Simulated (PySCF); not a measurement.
The numbers below are computed, except where a source is named.
**Si3PH7SF**

The system: Si3PH7SF, a small molecule (built as: Si site whose three back bonds go to F, SSiH3, PHSiH3); neutral, doublet. The structure, one conformer, was relaxed in the gas phase by PBE0-D3(BJ)/def2-SVP. No frequency run checks that it is a minimum.

SMILES: F[Si](P[SiH3])S[SiH3]

Coordinates in Å:
```
Si1     0.024    0.806    1.141
F2      1.097    0.275    2.264
S3      1.091    0.814   -0.729
Si4     2.836   -0.336   -0.154
P5     -1.639   -0.721    0.973
Si6    -2.484    0.120   -0.962
H7      2.436   -1.649    0.424
H8      3.569   -0.539   -1.435
H9      3.687    0.422    0.802
H10    -2.550   -0.034    1.834
H11    -3.957   -0.124   -0.925
H12    -1.868   -0.634   -2.089
H13    -2.232    1.583   -1.137
```

EPR values by unrestricted B3LYP, IGLO-III on F P S Si, pcH-1 on H.

Question: Predict g and the largest hyperfine couplings. Where does the spin sit?

Answer: g = 2.0019, 2.0029, 2.0084. The spin sits on Si1 (65 %, bonded to 1 F + 1 P + 1 S) by Mulliken populations.
```csv
atom,isotope,isotropic (MHz),"dipolar, principal values (MHz)"
Si1,29Si,-741.9,"-117.4, 55.9, 61.5"
F2,19F,151.3,"-97.1, -91.9, 188.9"
P5,31P,-20.6,"-87.7, -80.2, 167.9"
S3,33S,23.9,"-12.5, -11.6, 24.1"
H10,1H,12.0,"-5.2, -0.2, 5.4"
H8,1H,8.1,"-1.0, -0.5, 1.5"
```

Question: How do the isotropic couplings move with BHandHLYP?

Answer: Si1 -741.9 to -782.1 MHz, F2 151.3 to 176.2 MHz, P5 -20.6 to -22.8 MHz, S3 23.9 to 25.7 MHz.
